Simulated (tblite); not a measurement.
Species: C8H11NSi.
Atom-mapped SMILES: `[CH2:1]=[C:2]1[CH2:3][C@:4]([C:5]#[N:6])([C:7](=[CH2:8])[CH3:9])[SiH2:10]1` (hydrogens: H11, H12 on C1; H13, H14 on C3; H15, H16 on C8; H17, H18, H19 on C9; H20, H21 on Si10)

Computed with GFN2-xTB (tblite), gas phase: L-BFGS steps from a force-field or distance-geometry start until the largest atomic force falls under 0.01 eV/Å.

At the end of the run (lengths in Å): C3–C4 1.550, C4–Si10 1.959, C4–C5 1.428, Si10–H21 1.463, C1=C2 1.322, Si10–H20 1.458, C3–H14 1.090, C4–C7–C9 113.9°, C7–C4–Si10 117.9°, C4–C7–C8 124.1°, C1–C2–C3 128.1°, C1–C2–C3–C4 165°, C2–C3–C4–C5 -100°, C3–C4–C7–C8 13°, H13–C3–C2–C1 44°, H13–C3–C4–C5 21°.

Task: These geometries were met on the way; a selection of coordinates is given. Order them by energy above the end point, lowest first.
A. C3–C4 1.570, C4–Si10 1.960, C4–C5 1.441, Si10–H21 1.465, C1=C2 1.330, Si10–H20 1.446, C3–H14 1.101, C4–C7–C9 118.7°, C7–C4–Si10 119.4°, C4–C7–C8 120.1°, C1–C2–C3 131.7°, C1–C2–C3–C4 153°, C2–C3–C4–C5 -89°, C3–C4–C7–C8 36°, H13–C3–C2–C1 30°, H13–C3–C4–C5 35°
B. C3–C4 1.559, C4–Si10 1.948, C4–C5 1.427, Si10–H21 1.462, C1=C2 1.319, Si10–H20 1.455, C3–H14 1.087, C4–C7–C9 117.9°, C7–C4–Si10 121.4°, C4–C7–C8 120.8°, C1–C2–C3 131.3°, C1–C2–C3–C4 154°, C2–C3–C4–C5 -91°, C3–C4–C7–C8 34°, H13–C3–C2–C1 29°, H13–C3–C4–C5 33°
C. C3–C4 1.552, C4–Si10 1.956, C4–C5 1.429, Si10–H21 1.459, C1=C2 1.321, Si10–H20 1.456, C3–H14 1.093, C4–C7–C9 115.6°, C7–C4–Si10 122.9°, C4–C7–C8 122.2°, C1–C2–C3 130.2°, C1–C2–C3–C4 154°, C2–C3–C4–C5 -91°, C3–C4–C7–C8 33°, H13–C3–C2–C1 32°, H13–C3–C4–C5 30°
D. C3–C4 1.603, C4–Si10 1.926, C4–C5 1.457, Si10–H21 1.491, C1=C2 1.348, Si10–H20 1.484, C3–H14 1.103, C4–C7–C9 119.7°, C7–C4–Si10 117.1°, C4–C7–C8 119.4°, C1–C2–C3 132.1°, C1–C2–C3–C4 156°, C2–C3–C4–C5 -86°, C3–C4–C7–C8 41°, H13–C3–C2–C1 38°, H13–C3–C4–C5 35°
E. C3–C4 1.582, C4–Si10 1.955, C4–C5 1.449, Si10–H21 1.474, C1=C2 1.298, Si10–H20 1.451, C3–H14 1.114, C4–C7–C9 118.8°, C7–C4–Si10 118.4°, C4–C7–C8 120.3°, C1–C2–C3 132.4°, C1–C2–C3–C4 154°, C2–C3–C4–C5 -87°, C3–C4–C7–C8 38°, H13–C3–C2–C1 33°, H13–C3–C4–C5 35°

Result: C (0.051 eV), B (0.088 eV), A (0.147 eV), E (0.247 eV), D (0.399 eV).

```json
{"step": "14", "E above end (eV)": "0.051", "rms distance from the end, all atoms (Å)": "0.350", "largest force (eV/Å)": "0.119", "rms shift of all bonds from the end (Å)": "0.002"}
{"step": "7", "E above end (eV)": "0.088", "rms distance from the end, all atoms (Å)": "0.362", "largest force (eV/Å)": "0.255", "rms shift of all bonds from the end (Å)": "0.004"}
{"step": "4", "E above end (eV)": "0.147", "rms distance from the end, all atoms (Å)": "0.368", "largest force (eV/Å)": "0.632", "rms shift of all bonds from the end (Å)": "0.008"}
{"step": "2", "E above end (eV)": "0.247", "rms distance from the end, all atoms (Å)": "0.371", "largest force (eV/Å)": "2.023", "rms shift of all bonds from the end (Å)": "0.015"}
{"step": "0", "E above end (eV)": "0.399", "rms distance from the end, all atoms (Å)": "0.374", "largest force (eV/Å)": "2.568", "rms shift of all bonds from the end (Å)": "0.021"}
```

Rows stand in the order of the answer.
